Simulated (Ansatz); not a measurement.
`O[CH](F)[GeH3]` → `[CH]F` + `[OH][GeH3]` at 298.15 K and 1 bar (formal loss of a carbene).

Isolated molecules relaxed with PBE0-D4/def2-TZVP in Ansatz; ΔE leaves out vibrations. CCSD(T)/CBS adds triple-zeta CCSD(T) − MP2 to the extrapolated MP2 energy (def2 sets, frozen cores). This one scheme is used for every species. For Ge outer-core shells are correlated without core-valence functions, which leaves a few kJ/mol of doubt a bond. Scalar relativity is left out up to krypton. Each species was taken in one conformer, which may not be the lowest.

| species | CCSD(T)/CBS energy (Eh) | H − E (kJ/mol) | S (J/(mol·K)) |
| --- | --- | --- | --- |
| `O[CH](F)[GeH3]` | -2292.11033 | 169.3 | 325.3 |
| `[CH]F` | -138.29972 | 42.7 | 223.2 |
| `[OH][GeH3]` | -2153.69723 | 109.3 | 272.0 |

H − E and S are ideal-gas, rigid-rotor, harmonic terms from PBE0-D4/def2-TZVP, for one conformer and one mirror image of each species. 1 Eh = 2625.50 kJ/mol, R = 8.31446 J/(mol·K).

Question: By hand: ΔE, ΔH, ΔS and ΔG.

Answer: ΔE = (-138.29972) + (-2153.69723) − (-2292.11033) = 0.11338 Eh = 297.7 kJ/mol. Δ(H − E) = 42.7 + 109.3 − 169.3 = -17.3, so ΔH = 280.4 kJ/mol. ΔS = 223.2 + 272.0 − 325.3 = 169.9 J/(mol·K). ΔG = 280.4 − 298.15 × (169.9)/1000 = 229.7 kJ/mol.

Question: By hand: the equilibrium constant, and the temperature at which ΔG would vanish if ΔH and ΔS stayed fixed.

Answer: log₁₀ K = −ΔG/(RT ln 10) = -40.2. ΔG = 0 at ΔH/ΔS = 1650 K.

The number of gas molecules changes by +1, which sets the sign of ΔS. A doubt of 5 kJ/mol in ΔE shifts log₁₀ K by 0.9 here. Other conformers and mirror images would add mixing entropy, several J/(mol·K) or more a flexible species. These are equilibria of isolated gas molecules and say nothing of rates. Largest T1 diagnostic: 0.018 (customary marks: 0.02 for closed shells, 0.045 for open ones).
